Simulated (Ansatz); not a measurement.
`[SiH3][NH][SnH3]` + `B[SiH2]N` → `B[SiH2]N[SiH3]` + `[NH2][SnH3]` at 500 K and 1 bar (ligand exchange at the Si–N bond).

Gas-phase electronic energies from Ansatz, PBE0-D4/def2-TZVP geometries. CCSD(T)/CBS is the MP2 limit (def2-TZVPP, def2-QZVPP) plus CCSD(T) − MP2 in def2-TZVPP, frozen cores. Elements past krypton have def2 core potentials. For Sn outer-core shells are correlated without core-valence functions, which leaves a few kJ/mol of doubt a bond. Each species was taken in one conformer, which may not be the lowest.

| species | CCSD(T)/CBS energy (Eh) | H − E (kJ/mol) | S (J/(mol·K)) |
| --- | --- | --- | --- |
| `[SiH3][NH][SnH3]` | -562.01692 | 205.6 | 426.2 |
| `B[SiH2]N` | -372.16627 | 203.7 | 360.3 |
| `B[SiH2]N[SiH3]` | -662.46710 | 258.3 | 443.3 |
| `[NH2][SnH3]` | -271.71442 | 151.0 | 334.3 |

H − E and S are ideal-gas, rigid-rotor, harmonic terms from PBE0-D4/def2-TZVP, for one conformer and one mirror image of each species. 1 Eh = 2625.50 kJ/mol, R = 8.31446 J/(mol·K).

By hand: ΔE, ΔH, ΔS and ΔG.

ΔE = (-662.46710) + (-271.71442) − (-562.01692) − (-372.16627) = 0.00167 Eh = 4.4 kJ/mol. Δ(H − E) = 258.3 + 151.0 − 205.6 − 203.7 = 0.0, so ΔH = 4.4 kJ/mol. ΔS = 443.3 + 334.3 − 426.2 − 360.3 = -8.9 J/(mol·K). ΔG = 4.4 − 500 × (-8.9)/1000 = 8.9 kJ/mol.

By hand: the equilibrium constant, and the temperature at which ΔG would vanish if ΔH and ΔS stayed fixed.

log₁₀ K = −ΔG/(RT ln 10) = -0.9. ΔH and −TΔS have one sign here, so there is no such temperature. One of them is within its doubt of zero, so this could turn.

TΔS isn't small against ΔH here. A doubt of 5 kJ/mol in ΔE shifts log₁₀ K by 0.5 here. Other conformers and mirror images would add mixing entropy, several J/(mol·K) or more a flexible species. Modes under 60 cm⁻¹, often nearly free rotors, make the harmonic entropy too high. These are equilibria of isolated gas molecules and say nothing of rates. Largest T1 diagnostic: 0.013 (customary marks: 0.02 for closed shells, 0.045 for open ones).
